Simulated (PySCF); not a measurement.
SnF₂, SMILES [Sn]([F])[F] (connectivity only; charge and spin as stated), neutral, multiplicity 1. Atoms are numbered in the order given.

```xyz
3

Sn     0.0000     0.0000     0.3435
F      0.0000    -1.4437    -0.9543
F      0.0000     1.4437    -0.9543
```
Charge 0, spin multiplicity 1.

Coordinates come from a TPSSh-D3(BJ)/def2-TZVP optimisation. The isomer is the one that the SMILES or the coordinates give; other isomers of the formula were not compared. The def2 effective core potentials stand for the cores of Sn; spin–orbit coupling is left out.

Computed with TDDFT-B3LYP/def2-SVPD in PySCF.

Vertical excitations. Isolated molecule, no solvent. State labels are in the subgroup C2v.

| state | symmetry | energy (eV) | λ (nm) | f | main pairs |
|---|---|---|---|---|---|
| S1 | B1 | 4.97 | 250 | 0.103 | HOMO→LUMO 97 % |
| S2 | A2 | 5.86 | 212 | 0.000 | HOMO−1→LUMO 100 % |
| S3 | B2 | 6.39 | 194 | 0.000 | HOMO−2→LUMO 86 % |
| S4 | B1 | 6.54 | 189 | 0.018 | HOMO−3→LUMO 98 % |
| S5 | A1 | 6.87 | 180 | 0.002 | HOMO−4→LUMO 86 % |
| S6 | A2 | 7.07 | 175 | 0.000 | HOMO−5→LUMO 100 % |
| S7 | B2 | 7.39 | 168 | 0.315 | HOMO→LUMO+1 80 % |
| S8 | A1 | 7.63 | 162 | 0.340 | HOMO→LUMO+2 81 % |
| S9 | A1 | 8.09 | 153 | 0.027 | HOMO−1→LUMO+1 91 % |
| S10 | B1 | 8.25 | 150 | 0.012 | HOMO−2→LUMO+1 99 % |
| T1 | B1 | 3.64 | 341 | 0 | HOMO→LUMO 99 % |
| T2 | A2 | 5.74 | 216 | 0 | HOMO−1→LUMO 100 % |
| T3 | B2 | 5.80 | 214 | 0 | HOMO→LUMO+1 62 %, HOMO−2→LUMO 37 % |
| T4 | B2 | 5.83 | 213 | 0 | HOMO−2→LUMO 62 %, HOMO→LUMO+1 37 % |
Triplets are in the Tamm–Dancoff approximation, which puts them higher than full response would, so one can lie above its singlet here.
